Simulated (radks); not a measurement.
The numbers below are computed, except where a source is named.
Task: Species: Tc. Configuration: [Kr] 4d5 5s2. Level of theory: non-relativistic Kohn-Sham, exchange-only B88, spin-polarised, spherical densities, point nucleus; open shells are filled with parallel spins first (spin-orbit coupling, left out, can overturn this in heavy ions); relativity is left out, which matters for an element this heavy (a radial shooting solver on a logarithmic mesh with Libxc functionals). Some entries of the table are withheld. Estimate them.

orbital  occ.  eigenvalue (Ry)  <r^2> (bohr^2)  r(max) (bohr)
1s down     1        -1493.616        0.001681        0.02345
1s up       1        -1493.616        0.001681        0.02345
2s up       1        -209.3013         0.02813         0.1309
2s down     1        -209.2524         0.02813         0.1309
2p up       3        -193.2554         0.02139         0.1029
2p down     3        -193.2197         0.02138         0.1029
3s up       1        -36.23662          0.2092         0.3835
3s down     1        -36.21077          0.2091         0.3836
3p up       3        -30.00894          0.2067         0.3705
3p down     3        -29.97904          0.2065         0.3706
3d up       5        -18.57140          0.1905         0.3113
3d down     5        -18.52576          0.1901         0.3115
4s up       1         -5.12554           1.343         0.9761
4s down     1         -4.85351           1.326         0.9703
4p up       3         -3.31295           1.616            (1)
4p down     3         -3.02469           1.598            (2)
4d up       5              (3)           3.427          1.265
5s up       1         -0.35335           12.52          2.747
4d down     0              (4)           4.237          1.257
5s down     1         -0.24395           17.03          3.081

Result: 
(1) 4p up r(max) (bohr): 1.036
(2) 4p down r(max) (bohr): 1.028
(3) 4d up eigenvalue (Ry): -0.57051
(4) 4d down eigenvalue (Ry): -0.28334
